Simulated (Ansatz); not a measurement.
# Molecular dynamics of F3H3OW

The input (input.yaml):

```yaml
crystal:
  periodic: [false, false, false]
  atoms:
    - { symbol: W, position_ang: [-0.000877, -0.079978, 0.027235] }
    - { symbol: O, position_ang: [0.208628, -0.433917, 1.818984] }
    - { symbol: H, position_ang: [0.278578, -1.097875, 2.491604] }
    - { symbol: F, position_ang: [1.746934, 0.643541, -0.099385] }
    - { symbol: H, position_ang: [-0.226341, 1.561984, -0.018764] }
    - { symbol: H, position_ang: [-1.527794, 0.518417, 0.065989] }
    - { symbol: F, position_ang: [-1.138124, -1.615991, -0.082258] }
    - { symbol: F, position_ang: [0.234585, -0.369033, -1.762565] }
basis:
  gaussian: { orbitals: def2-SVP }
hamiltonian:
  xc: hf
md:
  timestep: 0.5
  n_steps: 150
  ensemble: nvt_langevin
  temperature: 700.0
  initial_velocities: maxwell_boltzmann
  seed: 571786
  friction: 0.05
```

Run as:

```bash
$ ansatz run input.yaml --threads 1 --pin off --max-ram 2048MiB --backend cpu --events-out ev --progress --plain --runs-dir out
```

It goes on from the last frame of an earlier run, with new velocities.

Output, in part (one step line in 3, the closing report, with atoms numbered from 0):

```
md step     0: t =     0.00 fs  T =   612.5 K  F+E_penalty+E_count = -12002.30077385 eV  E_kin = 0.633374 eV  (44 SCF iters)
md step     3: t =     1.50 fs  T =   505.6 K  F+E_penalty+E_count = -12002.22857299 eV  E_kin = 0.522853 eV  (45 SCF iters)
md step     6: t =     3.00 fs  T =   409.2 K  F+E_penalty+E_count = -12002.21504960 eV  E_kin = 0.423162 eV  (45 SCF iters)
md step     9: t =     4.50 fs  T =   455.3 K  F+E_penalty+E_count = -12002.23531612 eV  E_kin = 0.470786 eV  (46 SCF iters)
md step    12: t =     6.00 fs  T =   352.3 K  F+E_penalty+E_count = -12002.15143218 eV  E_kin = 0.364291 eV  (47 SCF iters)
md step    15: t =     7.50 fs  T =   331.1 K  F+E_penalty+E_count = -12002.10350433 eV  E_kin = 0.342382 eV  (47 SCF iters)
md step    18: t =     9.00 fs  T =   257.4 K  F+E_penalty+E_count = -12002.13553422 eV  E_kin = 0.266143 eV  (48 SCF iters)
md step    21: t =    10.50 fs  T =   266.2 K  F+E_penalty+E_count = -12002.07715186 eV  E_kin = 0.275245 eV  (48 SCF iters)
md step    24: t =    12.00 fs  T =   301.5 K  F+E_penalty+E_count = -12002.05983194 eV  E_kin = 0.311725 eV  (48 SCF iters)
md step    27: t =    13.50 fs  T =   241.2 K  F+E_penalty+E_count = -12002.04307967 eV  E_kin = 0.249407 eV  (49 SCF iters)
md step    30: t =    15.00 fs  T =   371.5 K  F+E_penalty+E_count = -12002.01368303 eV  E_kin = 0.384149 eV  (47 SCF iters)
md step    33: t =    16.50 fs  T =   343.9 K  F+E_penalty+E_count = -12002.01600902 eV  E_kin = 0.355655 eV  (50 SCF iters)
md step    36: t =    18.00 fs  T =   200.0 K  F+E_penalty+E_count = -12002.01994031 eV  E_kin = 0.206801 eV  (49 SCF iters)
md step    39: t =    19.50 fs  T =   319.9 K  F+E_penalty+E_count = -12002.03455596 eV  E_kin = 0.330765 eV  (48 SCF iters)
md step    42: t =    21.00 fs  T =   349.2 K  F+E_penalty+E_count = -12002.09252177 eV  E_kin = 0.361093 eV  (49 SCF iters)
md step    45: t =    22.50 fs  T =   373.7 K  F+E_penalty+E_count = -12002.12190009 eV  E_kin = 0.386434 eV  (49 SCF iters)
md step    48: t =    24.00 fs  T =   366.9 K  F+E_penalty+E_count = -12002.18766816 eV  E_kin = 0.379393 eV  (46 SCF iters)
md step    51: t =    25.50 fs  T =   417.6 K  F+E_penalty+E_count = -12002.19333955 eV  E_kin = 0.431814 eV  (46 SCF iters)
md step    54: t =    27.00 fs  T =   247.1 K  F+E_penalty+E_count = -12002.10506586 eV  E_kin = 0.255481 eV  (45 SCF iters)
md step    57: t =    28.50 fs  T =   354.6 K  F+E_penalty+E_count = -12002.14169323 eV  E_kin = 0.366660 eV  (45 SCF iters)
md step    60: t =    30.00 fs  T =   393.2 K  F+E_penalty+E_count = -12002.09881195 eV  E_kin = 0.406587 eV  (46 SCF iters)
md step    63: t =    31.50 fs  T =   417.3 K  F+E_penalty+E_count = -12002.06624750 eV  E_kin = 0.431549 eV  (46 SCF iters)
md step    66: t =    33.00 fs  T =   385.9 K  F+E_penalty+E_count = -12002.00277975 eV  E_kin = 0.399033 eV  (45 SCF iters)
md step    69: t =    34.50 fs  T =   582.7 K  F+E_penalty+E_count = -12001.94518588 eV  E_kin = 0.602588 eV  (45 SCF iters)
md step    72: t =    36.00 fs  T =   828.7 K  F+E_penalty+E_count = -12002.01570724 eV  E_kin = 0.856947 eV  (45 SCF iters)
md step    75: t =    37.50 fs  T =   971.7 K  F+E_penalty+E_count = -12002.01702480 eV  E_kin = 1.004798 eV  (45 SCF iters)
md step    78: t =    39.00 fs  T =   819.2 K  F+E_penalty+E_count = -12001.97083943 eV  E_kin = 0.847083 eV  (45 SCF iters)
md step    81: t =    40.50 fs  T =   770.6 K  F+E_penalty+E_count = -12001.97634240 eV  E_kin = 0.796852 eV  (45 SCF iters)
md step    84: t =    42.00 fs  T =   653.3 K  F+E_penalty+E_count = -12001.88044878 eV  E_kin = 0.675577 eV  (47 SCF iters)
md step    87: t =    43.50 fs  T =   528.3 K  F+E_penalty+E_count = -12001.82235770 eV  E_kin = 0.546317 eV  (47 SCF iters)
md step    90: t =    45.00 fs  T =   500.0 K  F+E_penalty+E_count = -12001.77370498 eV  E_kin = 0.517018 eV  (48 SCF iters)
md step    93: t =    46.50 fs  T =   516.5 K  F+E_penalty+E_count = -12001.64058736 eV  E_kin = 0.534138 eV  (48 SCF iters)
md step    96: t =    48.00 fs  T =   662.8 K  F+E_penalty+E_count = -12001.71547623 eV  E_kin = 0.685392 eV  (48 SCF iters)
md step    99: t =    49.50 fs  T =   582.4 K  F+E_penalty+E_count = -12001.66703172 eV  E_kin = 0.602215 eV  (48 SCF iters)
md step   102: t =    51.00 fs  T =   654.1 K  F+E_penalty+E_count = -12001.67435513 eV  E_kin = 0.676405 eV  (47 SCF iters)
md step   105: t =    52.50 fs  T =   656.8 K  F+E_penalty+E_count = -12001.67619404 eV  E_kin = 0.679148 eV  (46 SCF iters)
md step   108: t =    54.00 fs  T =   503.5 K  F+E_penalty+E_count = -12001.62636784 eV  E_kin = 0.520618 eV  (45 SCF iters)
md step   111: t =    55.50 fs  T =   596.6 K  F+E_penalty+E_count = -12001.81032620 eV  E_kin = 0.616910 eV  (45 SCF iters)
md step   114: t =    57.00 fs  T =   576.4 K  F+E_penalty+E_count = -12001.75670514 eV  E_kin = 0.596058 eV  (70 SCF iters)
md step   117: t =    58.50 fs  T =   670.4 K  F+E_penalty+E_count = -12001.81001947 eV  E_kin = 0.693242 eV  (43 SCF iters)
md step   120: t =    60.00 fs  T =   860.8 K  F+E_penalty+E_count = -12001.85685489 eV  E_kin = 0.890094 eV  (43 SCF iters)
md step   123: t =    61.50 fs  T =   865.5 K  F+E_penalty+E_count = -12001.72261369 eV  E_kin = 0.894966 eV  (45 SCF iters)
md step   126: t =    63.00 fs  T =  1004.4 K  F+E_penalty+E_count = -12001.86004796 eV  E_kin = 1.038671 eV  (45 SCF iters)
md step   129: t =    64.50 fs  T =   842.9 K  F+E_penalty+E_count = -12001.78625034 eV  E_kin = 0.871605 eV  (43 SCF iters)
md step   132: t =    66.00 fs  T =   736.1 K  F+E_penalty+E_count = -12001.76646471 eV  E_kin = 0.761197 eV  (46 SCF iters)
md step   135: t =    67.50 fs  T =   837.0 K  F+E_penalty+E_count = -12001.77962516 eV  E_kin = 0.865519 eV  (47 SCF iters)
md step   138: t =    69.00 fs  T =   651.1 K  F+E_penalty+E_count = -12001.61860574 eV  E_kin = 0.673310 eV  (47 SCF iters)
md step   141: t =    70.50 fs  T =   575.8 K  F+E_penalty+E_count = -12001.66113380 eV  E_kin = 0.595376 eV  (49 SCF iters)
md step   144: t =    72.00 fs  T =   650.7 K  F+E_penalty+E_count = -12001.64559779 eV  E_kin = 0.672829 eV  (49 SCF iters)
md step   147: t =    73.50 fs  T =   804.6 K  F+E_penalty+E_count = -12001.66350189 eV  E_kin = 0.832006 eV  (47 SCF iters)
md step   150: t =    75.00 fs  T =   850.3 K  F+E_penalty+E_count = -12001.69698997 eV  E_kin = 0.879257 eV  (73 SCF iters)
Total energy: -12001.69698997 eV, -441.0542293391 hartree
Atom 0 at     0.139635     0.011906     0.011573 Å, force    -1.040425    -3.254503     0.166077 eV/Å
Atom 1 at     0.248230    -0.381977     1.792755 Å, force    -0.203990     1.782936    -1.478734 eV/Å
Atom 2 at     0.326741    -0.520032     2.708297 Å, force     0.145907    -0.396965     0.853890 eV/Å
Atom 3 at     1.942181     0.443485     0.052171 Å, force     1.308243     0.287178    -0.506283 eV/Å
Atom 4 at     0.183985     1.644285    -0.253161 Å, force    -0.037701     0.402266    -0.069071 eV/Å
Atom 5 at    -1.262967     0.887816    -0.039074 Å, force    -0.350273    -0.327973     0.426750 eV/Å
Atom 6 at    -0.979957    -1.542049     0.032509 Å, force    -0.880398     0.123965     0.209084 eV/Å
Atom 7 at     0.099980    -0.598198    -1.742993 Å, force     1.058638     1.383096     0.398287 eV/Å
Dipole moment:     0.030609     0.386610     0.702234 e Å
```

The run went to its last step. A run of 0.075 ps of so small a system gives no equilibrium averages.

The same pairs are bonded in the first frame and the last. Pairs count as bonded within 1.25 times the sum of covalent radii (0.12 Å more for H–H).

Last frame:

```xyz
8
Properties=species:S:1:pos:R:3
W 0.140 0.012 0.012
O 0.248 -0.382 1.793
H 0.327 -0.520 2.708
F 1.942 0.444 0.052
H 0.184 1.644 -0.253
H -1.263 0.888 -0.039
F -0.980 -1.542 0.033
F 0.100 -0.598 -1.743
```

Run time: 4 min on 1 thread of Intel(R) Xeon(R) 6975P-C (Granite Rapids), on a shared host, peak memory 0.22 GiB.
